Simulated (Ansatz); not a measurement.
Cu(PH3)H (CuPH₄). Total charge 0; singlet. Geometry PBE0-D4/def2-TZVP; atoms count from 1.

```xyz
6

Cu   -0.231   -1.546   -0.184
P     0.093    0.633    0.075
H     0.903    1.333   -0.845
H     0.696    1.112    1.257
H    -1.010    1.512    0.059
H    -0.451   -3.044   -0.362
```

Estimate the Mulliken populations from the PBE0/def2-TZVP orbitals of Ansatz.


| atom | charge (e) | d electrons |
| --- | --- | --- |
| Cu1 | -0.37 | 9.83 |
| P2 | -0.01 | – |
| H3 | 0.12 | – |
| H4 | 0.12 | – |
| H5 | 0.12 | – |
| H6 | 0.03 | – |
Mulliken values and Mayer orders depend strongly on the basis.

And the Mayer bond orders between bonded heavy atoms (over 0.3)?

Cu1–P2 0.65 (2.22 Å).
